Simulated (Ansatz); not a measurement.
In12As12H30, a nanocrystal cut from wurtzite InAs (hydrogen-capped). Charge 0, multiplicity 1. Geometry PBE-D4/def2-SVP.

Cartesian coordinates in Å:
```
In 0.458 4.880 1.648
As 0.016 5.388 -1.031
In 0.753 1.668 3.974
As -1.247 -0.048 4.650
As 0.328 2.190 1.440
In -2.111 1.308 0.826
In -0.374 3.470 -2.872
As -2.301 1.963 -1.798
In -1.975 -2.234 3.204
As -2.141 -1.355 0.739
In -4.587 -2.370 0.212
In -2.789 0.012 -3.557
As -4.733 -1.420 -2.378
As 2.737 -0.193 3.955
In 2.349 1.150 0.051
As 1.691 1.818 -2.493
In 2.772 -2.410 2.378
As 0.447 -3.469 3.311
As 2.169 -1.509 -0.009
In -0.206 -2.518 -0.675
In 1.419 -0.142 -4.290
As -0.600 -1.463 -3.142
In 4.216 -2.686 -1.317
As 3.545 -1.716 -3.815
H -0.979 5.457 2.441
H 2.112 5.350 1.911
H -1.132 6.378 -1.231
H 1.103 6.291 -1.614
H 1.013 2.854 5.222
H -2.504 0.814 4.722
H -1.187 -0.385 6.140
H -3.391 2.010 1.786
H -0.638 4.029 -4.499
H -3.542 2.852 -1.915
H -3.195 -3.161 4.030
H -5.783 -1.451 1.080
H -4.459 -4.095 0.029
H -3.099 0.502 -5.198
H -6.017 -0.624 -2.612
H -5.062 -2.540 -3.365
H 3.165 -0.538 5.382
H 4.000 0.577 3.582
H 3.924 1.751 0.512
H 2.878 2.619 -3.032
H 4.128 -3.435 2.758
H 0.663 -4.114 4.681
H 0.266 -4.773 2.539
H -0.270 -4.265 -0.680
H 1.194 0.344 -5.945
H -0.806 -2.658 -4.077
H 5.697 -1.865 -0.917
H 3.911 -4.395 -1.423
H 4.725 -1.003 -4.474
H 3.449 -2.843 -4.844
```

In the def2 sets In takes a core potential; there is no spin–orbit coupling. Single mean-field runs in def2-SVP are fitted with def2-universal-jkfit.

Q: Estimate the orbital energies around the gap (eV) in Ansatz with PBE-D4/def2-SVP, r2SCAN-D4/def2-SVP, PBE0-D4/def2-SVP.

A: 
| orbital | PBE-D4/def2-SVP | r2SCAN-D4/def2-SVP | PBE0-D4/def2-SVP |
| --- | --- | --- | --- |
| HOMO−5 | -5.86 | -6.09 | -6.78 |
| HOMO−4 | -5.85 | -6.08 | -6.77 |
| HOMO−3 | -5.84 | -6.07 | -6.74 |
| HOMO−2 | -5.84 | -6.07 | -6.74 |
| HOMO−1 | -5.53 | -5.74 | -6.42 |
| HOMO | -5.53 | -5.74 | -6.42 |
| LUMO | -2.42 | -2.23 | -1.70 |
| LUMO+1 | -2.35 | -2.16 | -1.64 |
| LUMO+2 | -2.24 | -2.07 | -1.58 |
| LUMO+3 | -2.24 | -2.07 | -1.58 |
| LUMO+4 | -2.06 | -1.88 | -1.37 |
| LUMO+5 | -2.06 | -1.88 | -1.37 |
